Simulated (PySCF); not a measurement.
Compound: C₆H₉NSi.
SMILES with atom numbers: `[CH:1]#[C:2]/[C:3](=[N:4]/[SiH3:5])[CH:6]1[CH2:7][CH2:8]1` (hydrogens: H9 on C1; H10, H11, H12 on Si5; H13 on C6; H14, H15 on C7; H16, H17 on C8)

Method: PBE0-D3(BJ)/def2-SVP geometry optimisation, gas phase in PySCF.

Entries marked ? are missing. Bonds in one row agree within 0.01 Å.

```
      coordinate    value
           C1≡C2        ?
           C2–C3        ?
           C3=N4  1.273 Å
          N4–Si5  1.738 Å
           C3–C6        ?
    C6–C7, C6–C8        ?
           C7–C8  1.486 Å
           C1–H9  1.075 Å
Si5–H10, Si5–H11  1.492 Å
         Si5–H12  1.504 Å
          C6–H13  1.093 Å
  C7–H14, C8–H17  1.093 Å
  C7–H15, C8–H16  1.093 Å
        C1–C2–C3   178.7°
        C2–C3–N4        ?
        C2–C3–C6   115.8°
        N4–C3–C6        ?
       C3–N4–Si5   133.5°
        C3–C6–C7        ?
        C7–C6–C8    58.9°
        C6–C7–C8    60.6°
```

Q: Estimate the withheld lengths and angles.

A: 
- C1≡C2 = 1.213 Å, drawn triple (terminal alkyne carbon to alkyne carbon); 0.17 Å below the sum of covalent radii, 1.38 Å.
- C2–C3 = 1.452 Å, drawn single (alkyne carbon to C=N carbon); 0.03 Å above the sum of covalent radii, 1.42 Å.
- C3–C6 = 1.488 Å, drawn single (C=N carbon to three-membered-ring carbon); equal to the sum of covalent radii, 1.49 Å.
- C6–C7, C6–C8 = 1.512 Å, drawn single (both ends three-membered-ring carbon); 0.01 Å below the sum of covalent radii, 1.52 Å.
- C2–C3–N4 = 118.1°, at the C=N carbon; the outer atoms are 2.339 Å apart.
- N4–C3–C6 = 126.0°, at the C=N carbon; the outer atoms are 2.462 Å apart.
- C3–C6–C7 = 120.6°, at the three-membered-ring carbon; the outer atoms are 2.607 Å apart.

Radii are Cordero's, carbon taken as 0.76, 0.73 or 0.69 Å for four, three, and two or fewer neighbours.

Whether it is a minimum is left open (no frequencies). The numbers are those of one conformer (C2–C3–C6–C7 -35°).
